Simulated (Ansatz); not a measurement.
`COB(S)Cl` + `OB(Cl)O[SiH3]` → `[SiH3]OB(S)Cl` + `COB(O)Cl`  (redistribution)

Gas-phase electronic energies from Ansatz, PBE0-D4/def2-TZVP geometries. CBS: MP2 limit from def2 TZ/QZ plus the TZ coupled-cluster correction, frozen cores. This one scheme is used for every species. Functionals use def2-TZVPP. One conformer a species, not always the lowest.

`COB(S)Cl`:

```xyz
9

C    -0.009   -0.618   -1.271
O     0.069    0.413   -0.300
B    -0.030    0.195    1.019
S     0.078    1.557    2.197
Cl   -0.272   -1.428    1.686
H    -0.976   -1.122   -1.224
H     0.110   -0.148   -2.246
H     0.783   -1.354   -1.121
H     0.249    2.505    1.260
```

`OB(Cl)O[SiH3]`:

```xyz
9

O     0.343   -1.198   -1.211
B    -0.571   -0.205   -1.077
Cl   -1.778    0.074   -2.348
O    -0.579    0.578    0.014
Si    0.383    0.596    1.366
H     0.257   -1.694   -2.027
H    -0.130    1.689    2.224
H     1.791    0.862    0.983
H     0.285   -0.702    2.076
```

`[SiH3]OB(S)Cl`:

Cartesian coordinates in Å:
```
Si 0.040 1.643 0.158
O 0.301 0.106 0.713
B 0.142 -1.157 0.294
S -0.522 -1.521 -1.354
Cl 0.596 -2.466 1.388
H -1.074 2.228 0.940
H 1.287 2.410 0.378
H -0.303 1.613 -1.285
H -0.468 -2.855 -1.231
```

`COB(O)Cl`:

Z-matrix (Å, degrees):
```
C
O 1 1.415
H 1 1.092 2 111.0
H 1 1.089 2 107.2 3 -119.4
H 1 1.092 2 111.0 3 121.2
B 2 1.350 1 123.5 3 -60.5
Cl 6 1.770 2 122.0 1 0.0
O 6 1.352 2 120.5 1 180.0
H 8 0.962 6 111.6 2 0.0
```

```json
{"level": "PBE-D4", "ΔE (kJ/mol)": "6.6"}
{"level": "CCSD/CBS(def2)", "ΔE (kJ/mol)": "7.2"}
```

**Question.** What does CCSD(T)/CBS give? (Best estimate.)

**Answer.** Computed: +7.1 kJ/mol. The listed levels differ from it by -0.5, 0.1 kJ/mol.

Largest T1 diagnostic among the species: 0.012.
